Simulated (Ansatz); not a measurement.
Two structures, one formula

The two ends of one reaction step of SnSiH$_{8}$O, closed shell (PBE0-D4/def2-TZVP).

A:

```xyz
11
angstrom
Sn -1.3426 -0.7181 -0.4675
O 1.8307 -0.9588 -0.1057
H -1.0551 -2.0570 0.5506
H -3.0441 -0.5202 -0.5690
H -0.7813 -1.0740 -2.0378
H 2.5029 -0.4324 -0.5453
Si -0.2452 1.3997 0.4585
H 2.1884 -1.1628 0.7617
H 0.7822 1.9173 -0.4848
H -1.2456 2.4821 0.6736
H 0.4097 1.1244 1.7657
```

B:

Sn1  (-0.646, -1.694, -0.598)
O2  (1.295, -1.970, -0.409)
H3  (-1.402, -3.225, -0.677)
H4  (-1.204, -0.812, 0.758)
H5  (-0.776, -0.817, -2.046)
H6  (1.163, 1.096, 0.121)
Si7  (0.242, 2.192, 0.517)
H8  (1.535, -2.440, 0.392)
H9  (0.925, 3.502, 0.362)
H10  (-0.964, 2.159, -0.350)
H11  (-0.168, 2.010, 1.932)
(Å)

Computed with Ansatz 0.2.0 (basis: def2-TZVPP); correlated methods freeze the cores. Filled d shells of the heavier atoms are correlated. Core potentials replace the inner electrons of the atoms past krypton. The def2 sets are not built for correlating such inner shells, so the correlated values are less sure here. B3LYP uses VWN-RPA correlation.

(1) Which structure is lower at CCSD(T), and by how much? (Judge from chemistry; the value comes from the calculation.)

No T1 diagnostic of these runs exceeds 0.014.

Results:

(1) Computed: A, by 22.3 kJ/mol (electronic energy, against the other). By their contacts, A is a complex of SnSiH₆ ([SiH3][SnH3]) + H₂O and B is a complex of SnH₄O ([OH][SnH3]) + SiH₄.

All methods give the same order:

| method | E(B) − E(A) (kJ/mol) |
| --- | --- |
| SPW92 | 43.7 |
| PBE-D4 | 32.9 |
| BLYP-D4 | 17.5 |
| r2SCAN-D4 | 25.4 |
| B97M-V | 19.0 |
| PBE0-D4 | 35.2 |
| B3LYP-D4 | 20.9 |
| r2SCAN0-D4 | 30.2 |
| BHLYP-D4 | 21.6 |
| CAM-B3LYP-D4 | 17.3 |
| wB97X-V | 20.0 |
| wB97M-V | 24.5 |
| B2PLYP | 16.7 |
| PBE-QIDH | 29.6 |
| RPA on PBE | 14.3 |
| HF | 6.3 |
| MP2 | 21.9 |
| CCSD | 21.7 |
| CCSD(T) | 22.3 |

Labels in which every atom is bracketed show which atoms are joined, not bond orders.

For scale, one of the runs: CCSD(T)/def2-TZVPP, 235 basis functions, launched by `ansatz run in.yaml --threads 4 --pin off --events-out ev --progress --plain --max-ram 9574MiB`. The run took 2 min on 4 CPU threads of an AMD EPYC 7R43 (shared host), with 4.5 GiB of host memory at its peak.
